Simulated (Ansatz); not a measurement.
Molecule: C4H5GeO, charge -1, multiplicity 1. It need not be the lowest isomer of its formula. Whether it binds its extra electron was not tested at this geometry. SMILES: [GeH3][c]1cc[c-]o1
Geometry: optimised at B3LYP-D3(BJ)/def2-TZVP (Ansatz, a quantum-chemistry and plane-wave program).

Parts of the frozen-core correlation energy in cc-pVQZ (Ansatz, hartree). Frozen orbitals: 19; correlated occupied orbitals by spin: 16 and 16; virtual: 458 and 458. No spin-orbit coupling. No relativistic terms.

```
term                             value
-------------------------  -----------
reference (HF)             -2304.65004
MP2 opposite-spin           (withheld)
MP2 same-spin               (withheld)
CCSD correlation              -1.07993
(T)                         (withheld)
T1 diagnostic                    0.017
largest doubles amplitude        0.041
```

**Question.** Complete the blanks.

**Answer.** 
- MP2 opposite-spin, value: -0.80949
- MP2 same-spin, value: -0.25692
- (T), value: -0.05865
